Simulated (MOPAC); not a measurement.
MOPAC input (PM7):

```
PM7 1SCF GEO-OK AUX(PRECISION=9) THREADS=1
Cl2Hg

Hg    0.00000000 1    0.00000000 1    0.00000000 1
Cl   -0.00000000 1   -0.00000000 1   -2.28483900 1
Cl    0.00000000 1    0.00000000 1    2.28483900 1
```

From the output:

```
                                                       MOPAC v23.2.5 Linux

          FINAL HEAT OF FORMATION =        -24.84455 KCAL/MOL =    -103.94959 KJ/MOL

          COSMO AREA              =        107.00 SQUARE ANGSTROMS
          COSMO VOLUME            =         85.78 CUBIC ANGSTROMS

          IONIZATION POTENTIAL    =         11.484823 EV
          HOMO LUMO ENERGIES (EV) =        -11.485 -1.588
          NO. OF FILLED LEVELS    =          8
          MOLECULAR WEIGHT        =        271.4960         POINT GROUP:  D*h

          MOLECULAR DIMENSIONS (Angstroms)

            Atom       Atom       Distance
           Cl     3   Cl     2     4.56968
           Cl     3   Cl     2     0.00000
           Hg     1   Cl     2     0.00000

          SCF CALCULATIONS        =          1

   ATOM   CHEMICAL          X               Y               Z
  NUMBER   SYMBOL      (ANGSTROMS)     (ANGSTROMS)     (ANGSTROMS)

     1      Hg          0.00000000  *   0.00000000  *   0.00000000  *
     2      Cl         -0.00000000  *  -0.00000000  *  -2.28483900  *
     3      Cl          0.00000000  *   0.00000000  *   2.28483900  *

                             CARTESIAN COORDINATES

   1   Hg        0.000000000     0.000000000     0.000000000
   2   Cl       -0.000000000    -0.000000000    -2.284839000
   3   Cl        0.000000000     0.000000000     2.284839000

           Empirical Formula: Hg Cl2  =     3 atoms

      MOLECULAR POINT GROUP   :   D*h

                  EIGENVALUES
 -25.25830 -24.83453 -14.42590 -12.59790 -11.68383 -11.68383 -11.48482 -11.48482
  -1.58799  -0.97308   0.67784   0.67784  69.70432  69.90555  69.90555  70.38831
  70.51781  70.51781  70.71310  70.71310  70.85166  70.85166

              NET ATOMIC CHARGES AND DIPOLE CONTRIBUTIONS

  ATOM NO.   TYPE          CHARGE      No. of ELECS.   s-Pop       p-Pop       d-Pop
    1         Hg           0.368523        1.6315     0.93371     0.69777
    2         Cl          -0.184261        7.1843     1.99424     5.18914     0.00088
    3         Cl          -0.184261        7.1843     1.99424     5.18914     0.00088
 DIPOLE           X         Y         Z       TOTAL
 POINT-CHG.     0.000     0.000     0.000     0.000
 HYBRID         0.000    -0.000    -0.000     0.000
 SUM            0.000    -0.000     0.000     0.000

          ATOMIC ORBITAL ELECTRON POPULATIONS

     Atom    s        px        py        pz      x^2-y^2     xz        z^2       yz        xy
    1 Hg   0.93371   0.04252   0.04252   0.61272
    2 Cl   1.99424   1.97874   1.97874   1.23167   0.00000   0.00000   0.00087   0.00000   0.00000
    3 Cl   1.99424   1.97874   1.97874   1.23167   0.00000   0.00000   0.00087   0.00000   0.00000

 **********************
 *                    *
 * JOB ENDED NORMALLY *
 *                    *
 **********************

 == MOPAC DONE ==
```

The geometry given is a B3LYP-D3(BJ)/def2-TZVP minimum.
